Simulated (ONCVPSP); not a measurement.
**molybdenum: excitation energies, all-electron against ONCV**

| Quantity | Value |
| --- | --- |
| Element | molybdenum (Mo) |
| Generator | ONCVPSP 4.0.1 |
| Type | optimised norm-conserving Vanderbilt (ONCV) |
| Functional | PW91 |
| Relativity | scalar-relativistic |
| Frozen core | [Ar] 3d10 |
| Valence charge | 14 |
| Reference configuration | 4s2 4p6 4d4 5s2 |
| Partial waves | 4s+5s: rc 1.60 bohr, ncon 4, nbas 7, qcut 7.8 1/bohr, 2 projectors; 4p: rc 1.25 bohr, ncon 3, nbas 7, qcut 7.1 1/bohr, 3 projectors, debl 3.3 Ha; 4d: rc 2.10 bohr, ncon 4, nbas 9, qcut 9.1 1/bohr, 3 projectors, debl 2.7 Ha |
| Local potential | polynomial inside 1.20 bohr (lpopt 4, dvloc0 0 Ha) |
| Core correction | none |

Energies are relative to the spin-unpolarised reference configuration 4s2 4p6 4d4 5s2; without spin polarisation the order of configurations can differ from experiment.

```json
{"valence configuration": "4s2 4p6 4d5 5s1", "charge": "0", "ΔE all-electron (eV)": "-0.192", "error AE − PS (meV)": "-2.8"}
{"valence configuration": "4s1 4p6 4d5 5s1", "charge": "+1", "ΔE all-electron (eV)": "70.081", "error AE − PS (meV)": "-84"}
```

What are ΔE and the potential's error for 4s2 4p6 4d4 5s0?

ΔE = 22.274 eV all-electron; the error (AE − PS) is -4.2 meV.

What are ΔE and the potential's error for 4s2 4p6 4d5 5s0?

ΔE = 6.752 eV all-electron; the error (AE − PS) is -5.2 meV.

Levels in the configuration 4s1 4p6 4d5 5s1:

| level | all-electron (eV) | pseudo (eV) |
| --- | --- | --- |
| 4s | -76.689 | -76.798 |
| 4p | -50.405 | -50.451 |
| 4d | -13.984 | -13.976 |
| 5s | -11.257 | -11.265 |
